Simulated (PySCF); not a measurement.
# How methods differ on the ionisation energy of Yb³⁷⁺

Yb³⁷⁺ [Ar] 3d10 4s2 4p3 [4p1/2^2 4p3/2^1, M_J = 3/2] → Yb³⁸⁺ [Ar] 3d10 4s2 4p2 [4p1/2^2, M_J = 0], as a difference of total energies. All numbers are calculated (PySCF 2.14, the two-component X2C-1e Hamiltonian, in an even-tempered Gaussian basis (17 s from 4.1 bohr⁻², ratio 2.8; 13 p from 5.4 bohr⁻², ratio 2.8; 8 d from 9.5 bohr⁻², ratio 2.8; 4 f from 25 bohr⁻², ratio 3)). Correlated levels: [Ne] frozen; the 74 highest virtual spinors dropped. "Screened" scales the spin-orbit matrix elements by Boettger's factors to mimic the two-electron term; Breit and QED terms are absent.

Problem. Order these methods by the ionisation energy they give, lowest first.
A. GHF (screened spin-orbit)
B. GMP2 (spin-free)
C. GHF (spin-free)
D. GMP2 (screened spin-orbit)

Solution. A (1663.2 eV), D (1664.0 eV), C (1690.9 eV), B (1691.8 eV).

Breit and QED terms and the two-electron picture change are absent.

The spin-free rows relax to the high-spin LS determinant and lack the spin-orbit shift.

The labels give the starting determinants; with spin-orbit coupling the two ends relaxed to ⟨J²⟩ = 3.75, ⟨L²⟩ = 2.48, ⟨S²⟩ = 1.58 and ⟨J²⟩ = 0.00, ⟨L²⟩ = 1.37, ⟨S²⟩ = 1.37.

For comparison: 1668 ± 4 eV (theoretical estimate listed by NIST; NIST Atomic Spectra Database, ionization energies).
